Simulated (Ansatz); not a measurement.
Basis sets over 5 cases of the atomisation energy at CCSD(T) with Ansatz (Ga to Br present), each against its own reference: (a) Hartree-Fock in aug-cc-pV5Z plus the correlation part extrapolated as X^-3 from aug-cc-pVQZ and aug-cc-pV5Z; (b) Hartree-Fock in aug-cc-pVQZ plus the correlation part extrapolated as X^-3 from aug-cc-pVTZ and aug-cc-pVQZ. By their distance from other large sets or by the extrapolation step the references are unsure by up to roughly 0.60 kcal/mol. B3LYP-D3(BJ)/def2-TZVP geometries; electronic energies; frozen cores (3d too); unrestricted open shells; no added dispersion term; no relativity. 

Cases are drawn at random; left out are references unsure by over 0.67 kcal/mol, doubtful singlets, and cases whose largest runs show a restricted determinant unstable towards unrestricted orbitals, <S^2> over 0.1 too high or, where CCSD(T) ran, T1 over 0.025 (0.045 for open shells). Sets are drawn from those converged to one state in every case.

Cases (SMILES) and reference values:
- [GeH] (GeH) → Ge atom + H atom: 67.89 kcal/mol (b)
- [GaH] (GaH) (closed-shell singlet) → Ga atom + H atom: 68.75 kcal/mol (a)
- [Ga][F] (F-Ga) (closed-shell singlet) → F atom + Ga atom: 143.36 kcal/mol (b)
- [GeH3] (GeH3) → Ge atom + 3 H atom: 206.24 kcal/mol (b)
- [SeH] (SeH) → H atom + Se atom: 78.00 kcal/mol (b)

```json
[
 {"basis": "pcseg-0", "functions over def2-SVP (largest species, mean of cases)": "0.6", "mean signed deviation (kcal/mol)": "-21.76", "mean absolute": "21.76", "largest": "39.53", "within 2 kcal/mol": "0 of 5"},
 {"basis": "cc-pVDZ", "functions over def2-SVP (largest species, mean of cases)": "0.9", "mean signed deviation (kcal/mol)": "-9.58", "mean absolute": "9.58", "largest": "16.19", "within 2 kcal/mol": "0 of 5"},
 {"basis": "def2-SV(P)", "functions over def2-SVP (largest species, mean of cases)": "0.9", "mean signed deviation (kcal/mol)": "-16.23", "mean absolute": "16.23", "largest": "32.14", "within 2 kcal/mol": "0 of 5"},
 {"basis": "def2-SVPD", "functions over def2-SVP (largest species, mean of cases)": "1.3", "mean signed deviation (kcal/mol)": "-5.67", "mean absolute": "5.67", "largest": "10.17", "within 2 kcal/mol": "0 of 5"},
 {"basis": "6-311G**", "functions over def2-SVP (largest species, mean of cases)": "1.3", "mean signed deviation (kcal/mol)": "-8.41", "mean absolute": "8.41", "largest": "13.88", "within 2 kcal/mol": "0 of 5"},
 {"basis": "def2-TZVP", "functions over def2-SVP (largest species, mean of cases)": "1.5", "mean signed deviation (kcal/mol)": "-5.10", "mean absolute": "5.10", "largest": "8.87", "within 2 kcal/mol": "0 of 5"},
 {"basis": "pcseg-2", "functions over def2-SVP (largest species, mean of cases)": "1.6", "mean signed deviation (kcal/mol)": "-3.45", "mean absolute": "3.45", "largest": "5.28", "within 2 kcal/mol": "1 of 5"},
 {"basis": "def2-TZVPD", "functions over def2-SVP (largest species, mean of cases)": "1.8", "mean signed deviation (kcal/mol)": "-4.16", "mean absolute": "4.16", "largest": "7.63", "within 2 kcal/mol": "0 of 5"},
 {"basis": "def2-QZVPP", "functions over def2-SVP (largest species, mean of cases)": "3.3", "mean signed deviation (kcal/mol)": "-1.15", "mean absolute": "1.15", "largest": "2.20", "within 2 kcal/mol": "4 of 5"},
 {"basis": "cc-pV5Z", "functions over def2-SVP (largest species, mean of cases)": "4.6", "mean signed deviation (kcal/mol)": "-0.66", "mean absolute": "0.66", "largest": "1.17", "within 2 kcal/mol": "5 of 5"}
]
```

Of the sets for which every case ran a larger relative (same family, alike in diffuse functions), none listed holds all cases within 2 kcal/mol together with them. Inside, though some case ran no larger relative to test it: cc-pV5Z. A case lies within its reference's uncertainty of the window's edge in def2-QZVPP. These figures hold for the cases listed.

Ansatz is a program for electronic structure.
